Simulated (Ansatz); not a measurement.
Ansatz (a program for electronic structure) input (CCSD(T)/aug-cc-pV(D+d)Z):
A basis named .json is the Basis Set Exchange file of that set.

Ansatz 0.2 input:
```yaml
crystal:
  periodic: [false, false, false]
  atoms:
    - {symbol: Si, position_ang: [0.02996385, -0.00070535, 0.00895601]}
    - {symbol: C, position_ang: [1.58871561, -0.78869685, -0.59679367]}
    - {symbol: C, position_ang: [-1.15720878, 0.15694704, -1.43240562]}
    - {symbol: N, position_ang: [-0.84067727, -0.87512610, 1.22006521]}
    - {symbol: N, position_ang: [0.52359982, 1.45402214, 0.78489300]}
    - {symbol: H, position_ang: [2.53600558, -0.70814600, -0.07239243]}
    - {symbol: H, position_ang: [1.61703824, -1.44919101, -1.45787244]}
    - {symbol: H, position_ang: [-2.08074869, 0.65295379, -1.12611190]}
    - {symbol: H, position_ang: [-1.42172787, -0.82114243, -1.84405656]}
    - {symbol: H, position_ang: [-0.71074863, 0.74266426, -2.23872344]}
    - {symbol: H, position_ang: [-1.48185400, -1.60591968, 0.95343400]}
    - {symbol: H, position_ang: [-0.39453765, -1.08861624, 2.09926208]}
    - {symbol: H, position_ang: [-0.14483047, 2.02811472, 1.27402780]}
    - {symbol: H, position_ang: [1.29241099, 1.99738414, 0.42753682]}
basis:
  gaussian:
    orbitals: aug-cc-pV_D+d_Z.json
magnetization: {spin_polarized: true, initial_magnetization: 1}
correlation: {method: ccsd_t, electrons: outside_noble_gas}
output: {forces: true}
```

End of the output:

```
2035 factors; integrals over basis functions are off by at most 8.9e-4 eV
mean field: 1.51 GiB planned
mean field evaluation 1: about -13024.6317 eV, gradient 3.7e1 eV
mean field evaluation 2: about -13024.6653 eV, gradient 3.7e1 eV
mean field evaluation 4: about -13031.0500 eV, gradient 3.3e0 eV
mean field evaluation 8: about -13031.1412 eV, gradient 1.6e-1 eV
mean field evaluation 16: about -13031.0837 eV, gradient 9.7e-1 eV
mean field -13031.14185124 eV, -478.8856302077 hartree, gradient 4.1e-6 eV, S^2 0.760372; 0 other end points of the search recorded, 0 dependent functions left out
9 core orbitals not correlated
reference -13031.14185124 eV, -478.8856302077 hartree; 16, 15 occupied and 180, 181 virtual orbitals, 2035 factors
densities: 8.39 GiB planned
second order -20.18369269 eV of doubles, -0.00000000 eV of singles
coupled cluster: 8.67 GiB planned
cycle   1  -21.23920775 eV  change    -1.1e0 eV  update   9.7e-2
cycle   2  -21.74008289 eV  change   -5.0e-1 eV  update   2.9e-2
cycle   3  -21.85005627 eV  change   -1.1e-1 eV  update   1.5e-2
cycle   4  -21.85048009 eV  change   -4.2e-4 eV  update   4.9e-3
cycle   5  -21.84924332 eV  change    1.2e-3 eV  update   2.9e-3
cycle   6  -21.84983967 eV  change   -6.0e-4 eV  update   1.3e-3
cycle   7  -21.84989360 eV  change   -5.4e-5 eV  update   7.1e-4
cycle   8  -21.84999453 eV  change   -1.0e-4 eV  update   3.1e-4
cycle   9  -21.85002423 eV  change   -3.0e-5 eV  update   1.5e-4
cycle  10  -21.84995746 eV  change    6.7e-5 eV  update   7.5e-5
cycle  11  -21.84996948 eV  change   -1.2e-5 eV  update   3.9e-5
cycle  12  -21.84998855 eV  change   -1.9e-5 eV  update   1.8e-5
cycle  13  -21.84999627 eV  change   -7.7e-6 eV  update   8.4e-6
cycle  14  -21.85000133 eV  change   -5.1e-6 eV  update   3.5e-6
perturbative correction -0.69581609 eV, -0.0255707697 hartree
the calculation of the forces begins
Total energy: -13053.68766866 eV, -479.7141737160 hartree
Atom 0 at     0.029964    -0.000705     0.008956 Å, force    -0.113063    -0.081651    -0.341711 eV/Å
Atom 1 at     1.588716    -0.788697    -0.596794 Å, force    -0.103005     0.158306     0.004122 eV/Å
Atom 2 at    -1.157209     0.156947    -1.432406 Å, force     0.193667    -0.058430     0.240867 eV/Å
Atom 3 at    -0.840677    -0.875126     1.220065 Å, force    -0.222573     0.206953     0.138278 eV/Å
Atom 4 at     0.523600     1.454022     0.784893 Å, force     0.150926    -0.043074     0.260319 eV/Å
Atom 5 at     2.536006    -0.708146    -0.072392 Å, force     0.463342     0.042047     0.265840 eV/Å
Atom 6 at     1.617038    -1.449191    -1.457872 Å, force     0.005602    -0.330663    -0.427196 eV/Å
Atom 7 at    -2.080749     0.652954    -1.126112 Å, force    -0.414927     0.224994     0.141517 eV/Å
Atom 8 at    -1.421728    -0.821142    -1.844057 Å, force    -0.121048    -0.445621    -0.183410 eV/Å
Atom 9 at    -0.710749     0.742664    -2.238723 Å, force     0.205047     0.270172    -0.368137 eV/Å
Atom 10 at    -1.481854    -1.605920     0.953434 Å, force    -0.244986    -0.309677    -0.094961 eV/Å
Atom 11 at    -0.394538    -1.088616     2.099262 Å, force     0.168197    -0.108270     0.339189 eV/Å
Atom 12 at    -0.144830     2.028115     1.274028 Å, force    -0.258009     0.238254     0.176529 eV/Å
Atom 13 at     1.292411     1.997384     0.427537 Å, force     0.290830     0.236660    -0.151245 eV/Å
Dipole moment:     0.006470    -0.014727    -0.001037 e Å
```

It need not be the lowest isomer of its formula.
